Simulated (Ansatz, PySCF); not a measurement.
Lewis adduct: BH3 (SMILES B) (first 4 atoms) with PH3 (SMILES P); geometry from B3LYP-D3(BJ)/def2-TZVP, rigid monomers moved along the line of their centres of mass till B1···P5 is 2.70 Å.
(charge 0, multiplicity 1):
```xyz
8

B     -0.0303    -0.0774     0.6721
H      1.0967    -0.4211     0.4177
H     -0.8416    -0.9688     0.6552
H     -0.3837     0.9320     0.1159
P      0.0883     0.6329     3.2760
H     -1.0918     1.0907     3.8891
H      0.4792    -0.3443     4.2088
H      0.9643     1.6723     3.6366
```

Monomers are frozen at their geometry in the pair; levels with a basis set take the counterpoise correction.

Correlated levels freeze the cores. CBS: X⁻³ extrapolation of the correlation energy, Hartree–Fock from the larger set.

Codes used: Ansatz (Gaussian basis) for Hartree–Fock, density functionals and correlated methods; PySCF for the dispersion terms. Each number belongs to the level named beside it.

PBE/def2-TZVPPD gives -846.8 meV for the interaction energy.

**Question.** Predict the shift from PBE, with its sign, for: PBE-D3(BJ)/def2-TZVPPD, r2SCAN/def2-TZVPPD, B3LYP/def2-TZVPPD, wB97M-V/def2-TZVPPD, MP2/CBS(aug-cc-pV(D+d)Z, aug-cc-pV(T+d)Z), CCSD(T)/CBS(aug-cc-pV(D+d)Z, aug-cc-pV(T+d)Z).

**Answer.** PBE-D3(BJ)/def2-TZVPPD -48.1; r2SCAN/def2-TZVPPD 21.3; B3LYP/def2-TZVPPD 155.5; wB97M-V/def2-TZVPPD 104.5; MP2/CBS(aug-cc-pV(D+d)Z, aug-cc-pV(T+d)Z) 113.2; CCSD(T)/CBS(aug-cc-pV(D+d)Z, aug-cc-pV(T+d)Z) 141.0 meV. 5 of 6 lie above PBE; the widest gap is to B3LYP/def2-TZVPPD.

Ansatz is a first-principles code.
